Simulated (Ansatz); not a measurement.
Cd₁₃H₃₀Se₁₃, relaxed as a singlet with RKS r2SCAN-D4/def2-SVP in Ansatz, starting from the GFN1-xTB geometry. Force threshold 0.03 eV/Å.

In the def2 sets Cd takes a core potential; there is no spin–orbit coupling. Single mean-field runs in def2-SVP are fitted with def2-universal-jkfit.

Start:

Cartesian coordinates in Å:
```
Cd 1.7303 0.2601 -3.0862
Cd -1.5508 3.8311 -2.7426
Cd -2.6279 0.8417 -5.5190
Cd -1.4628 -2.5441 -1.9917
Cd -4.4681 1.2705 -1.7459
Cd 3.2911 3.7169 -0.0373
Cd 6.1079 0.6258 -0.6407
Cd 2.3684 -2.6371 0.1551
Cd 3.8723 1.0713 2.9148
Cd -0.3378 0.6355 0.6326
Cd -3.6669 -2.3910 2.3414
Cd -0.1624 -2.4730 4.3012
Cd -1.1801 -5.7731 1.8489
Se -0.2949 1.9200 -3.9154
Se 3.5584 1.8275 -1.7621
Se 0.9568 5.0763 -1.4854
Se 0.5450 -1.0148 -1.0141
Se -2.1953 2.2837 -0.5465
Se -3.1899 -0.6224 -2.9243
Se -2.5509 -3.5355 0.3260
Se -5.3205 -0.4305 0.6589
Se 1.7003 2.1943 1.6298
Se 4.1391 -0.7982 1.1700
Se 0.9211 -3.6227 2.2713
Se 2.2064 -0.6111 4.8633
Se -1.5485 -0.6659 2.7425
H 2.3885 -0.6314 -4.2982
H -2.4139 5.1764 -3.1328
H -1.9272 -0.3236 -6.4572
H -3.6983 2.1321 -5.3370
H -1.1115 -3.7021 -3.1032
H -5.8108 2.1949 -1.9698
H 4.1262 5.0205 0.5186
H 6.4904 -0.5327 -1.7534
H 6.5564 1.8797 0.3928
H 3.0885 -3.8046 -0.7488
H 4.8043 1.9404 3.9553
H -4.7283 -2.7557 3.5454
H -0.6432 -2.8499 5.8291
H -0.5264 -6.6911 0.6422
H -1.9980 -5.6238 3.3146
H 0.4255 2.7332 -4.8685
H 4.0243 2.6429 -2.8607
H 1.5918 5.7192 -2.5993
H 0.6402 6.3354 -0.8700
H -2.6570 3.2061 0.4678
H -4.3323 -1.4503 -3.2384
H -3.7360 -4.1667 -0.2088
H -6.3630 -1.2583 0.1246
H -6.2451 0.2913 1.4887
H 1.1117 3.1180 2.5745
H 4.9744 -1.6730 1.9602
H 1.9720 -4.3142 2.9831
H 3.1792 -1.4869 5.4498
H 2.0114 0.0909 6.1018
H -2.0343 0.3476 3.6530
```

Estimate the energy that the relaxation releases and the steps that it takes.

2.80 eV, in 22 steps; 4.4 min on 11 threads of AMD EPYC 7R13 on a shared host and a whole NVIDIA H100 80GB HBM3. No frequencies were taken in this run, so the end may be a saddle point.

Does the start keep its bonding and symmetry?

Bonds lost: Cd2–Se16, Cd9–Se25, Cd11–Se21 (atoms count from 1). Bonds formed: Cd2–H30, Cd9–H35, Cd11–H41 (atoms count from 1). Metal–metal contacts that move far: Cd11–Cd13 4.23 to 3.27 Å, Cd7–Cd9 4.22 to 3.27 Å, Cd2–Cd3 4.22 to 3.27 Å. Point group C3v at the start, C3 at the end, both within 0.05 Å.

Predict the relaxed structure.


```xyz
56

Cd    1.578   -0.030   -3.337
Cd   -2.697    3.859   -3.313
Cd   -2.235    1.065   -4.954
Cd   -1.206   -2.866   -1.991
Cd   -4.422    1.033   -1.559
Cd    3.050    3.700   -0.230
Cd    5.508    0.499   -0.243
Cd    2.585   -2.626   -0.204
Cd    4.757    1.933    2.600
Cd   -0.360    0.674    0.674
Cd   -3.454   -3.188    3.320
Cd    0.084   -2.329    4.198
Cd   -1.383   -5.099    1.659
Se   -0.028    2.197   -3.730
Se    3.477    1.552   -1.797
Se    0.730    4.881   -1.563
Se    0.567   -1.061   -1.063
Se   -2.109    2.263   -0.652
Se   -2.920   -0.716   -2.952
Se   -2.847   -3.252    0.210
Se   -5.083   -0.580    0.789
Se    1.762    2.075    1.611
Se    3.938   -0.934    1.527
Se    0.921   -3.603    1.978
Se    2.302   -0.468    4.618
Se   -1.573   -0.744    2.639
H     2.294   -0.795   -4.665
H    -2.436    5.453   -2.886
H    -2.409    0.744   -6.605
H    -3.413    2.438   -4.049
H    -1.016   -4.103   -3.128
H    -5.828    1.926   -1.886
H     3.989    5.024    0.265
H     7.017    0.033   -0.845
H     5.341    2.118    0.958
H     3.421   -3.868   -0.992
H     4.638    2.087    4.260
H    -4.915   -2.474    3.703
H    -0.373   -2.821    5.756
H    -1.404   -6.776    1.450
H    -2.078   -4.272    3.369
H     0.554    2.525   -5.044
H     4.361    2.135   -2.820
H     1.522    5.209   -2.759
H     1.096    6.172   -0.939
H    -2.698    3.074    0.426
H    -3.961   -1.413   -3.725
H    -3.623   -4.335   -0.417
H    -5.896   -1.507   -0.013
H    -6.252    0.301    1.000
H     1.128    3.125    2.425
H     5.042   -1.879    1.766
H     1.719   -4.688    2.572
H     3.233   -1.566    4.916
H     1.896   -0.392    6.038
H    -1.891    0.288    3.639
```
Bond lengths (bridged metal pairs left out): 31 × Cd–Se 2.62 to 3.16 Å; 18 × Cd–H 1.67 to 2.02 Å; 15 × H–Se 1.47 to 1.48 Å.
